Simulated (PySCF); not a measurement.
What builds the second ionisation energy along group 15

Calculated with PySCF 2.14 from differences of total energies of unrestricted determinants, without spin-orbit coupling. Each column adds one step, in eV (sums use unrounded values): valence MP2, valence CCSD, valence triples, then the next inner shell at CCSD(T) (N 1s, P 2s 2p, As 3s 3p 3d, Sb 4s 4p 4d, Bi 5s 5p 5d). References (NIST) marked * lie between the lowest fine-structure levels; the others compare directly ((s) semi-empirical, (t) theoretical).

| element | UHF | + MP2 | + CCSD | + (T) | + inner shell | sum | reference |
| --- | --- | --- | --- | --- | --- | --- | --- |
| N [He] 2s2 2p2 → [He] 2s2 2p1 (x2c-TZVPPall with one added diffuse shell each of s, p, d type, spin-free X2C) | 29.204 | 0.409 | -0.154 | 0.015 | 0.020 | 29.494 | 29.601 (s) * |
| As [Ar] 3d10 4s2 4p2 → [Ar] 3d10 4s2 4p1 (x2c-TZVPPall with one added diffuse shell each of s, p, d type, spin-free X2C) | 17.936 | 0.373 | 0.035 | 0.024 | 0.076 | 18.445 | 18.589 * |
| Sb [Kr] 4d10 5s2 5p2 → [Kr] 4d10 5s2 5p1 (x2c-TZVPPall with one added diffuse shell each of s, p, d, f type, spin-free X2C) | 15.999 | 0.305 | 0.033 | 0.021 | 0.109 | 16.467 | 16.626 ± 0.025 * |
| Bi [Xe] 4f14 5d10 6s2 6p2 → [Xe] 4f14 5d10 6s2 6p1 (x2c-TZVPPall with one added diffuse shell each of s, p, d, f type, spin-free X2C) | 15.349 | 0.264 | 0.036 | 0.015 | 0.101 | 15.765 | 16.703 * |

Question: Estimate the missing row, P [Ne] 3s2 3p2 → [Ne] 3s2 3p1 (x2c-TZVPPall with one added diffuse shell each of s, p, d type, spin-free X2C).

Answer: The calculation gives UHF 19.150; + MP2 0.447; + CCSD 0.040; + (T) 0.035; + inner shell -0.002; sum 19.669. The reference value is 19.769 (s) *.

What remains against the references is mostly basis incompleteness and, for starred values, spin-orbit coupling.

These are valence bases, so the inner-shell step is incomplete.
